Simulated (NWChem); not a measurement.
GaSi2H7; SMILES [SiH3][GaH][SiH3]

```xyz
10

Ga    -0.6956     0.0000    -0.0001
H     -2.2856    -0.0005     0.0188
Si     0.4088    -2.1758    -0.0043
H      0.0328    -2.9424     1.2203
H      1.8959    -2.0923    -0.0463
H     -0.0339    -2.9772    -1.1832
Si     0.4084     2.1759    -0.0071
H      1.8928     2.0934    -0.1065
H      0.0800     2.9139     1.2485
H     -0.0782     3.0045    -1.1492
```
Atoms are numbered in this order, from 1.

Level: B3LYP/6-31G* (spherical d) (NWChem), optimised geometry, unscaled harmonic frequencies. 

| frequency (cm⁻¹) | IR intensity (km/mol) |
|---|---|
| 4 | 0.0 |
| 16 | 0.3 |
| 80 | 2.0 |
| 285 | 1.3 |
| 325 | 42.8 |
| 344 | 15.1 |
| 384 | 0.0 |
| 397 | 42.1 |
| 492 | 2.7 |
| 507 | 5.0 |
| 621 | 224.8 |
| 861 | 500.7 |
| 890 | 68.3 |
| 943 | 1.9 |
| 946 | 82.4 |
| 953 | 0.2 |
| 955 | 77.1 |
| 1871 | 246.2 |
| 2209 | 211.0 |
| 2213 | 4.2 |
| 2222 | 5.4 |
| 2223 | 256.1 |
| 2234 | 4.4 |
| 2238 | 254.1 |

```json
{
  "zero_point_energy": "34.6 kcal/mol",
  "thermal correction to the enthalpy at 298.15 K (with zero-point energy)": "40.3 kcal/mol",
  "heat capacity Cv": "26.1 cal/(mol K)",
  "entropy at 298.15 K and 1 atm (symmetry number 1)": "96.9 cal/(mol K)",
  "dipole_moment": "0.01 D"
}
```

Rigid rotor and harmonic oscillator; modes under 100 cm⁻¹ make the entropy uncertain.
